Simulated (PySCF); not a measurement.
Ligands exchanged one at a time, Ga SiH3-H. All species are isolated molecules in the gas phase. Strings in code marks are SMILES.

The T1 excitation (TDA) from two functionals at the same geometries (PBE0-D3(BJ)/def2-TZVP), both in PySCF: PBE-D3(BJ)/def2-TZVP and ωB97X-D3(BJ)/def2-TZVP. Excitations are Tamm–Dancoff values on a coarser integration grid. The basis has no diffuse functions, so Rydberg states are missing or too high.

| species | ωB97X-D3(BJ)/def2-TZVP (eV) |
|---|---|
| 0 of 3 SiH3 replaced by H (`[SiH3][Ga]([SiH3])[SiH3]`) | 3.07 |
| 1 of 3 SiH3 replaced by H (`[SiH3][GaH][SiH3]`) | 3.21 |
| 2 of 3 SiH3 replaced by H (`[SiH3][GaH2]`) | 3.76 |

What does PBE-D3(BJ)/def2-TZVP give for each?


- 0 of 3 SiH3 replaced by H (`[SiH3][Ga]([SiH3])[SiH3]`): 2.62
- 1 of 3 SiH3 replaced by H (`[SiH3][GaH][SiH3]`): 2.79
- 2 of 3 SiH3 replaced by H (`[SiH3][GaH2]`): 3.29
Over these rows, drawn at random from the members with no instability flagged (it was tested for open shells, ions and some series alone), PBE minus ωB97X-D3(BJ): mean -0.45 eV, from -0.47 eV to -0.42 eV.
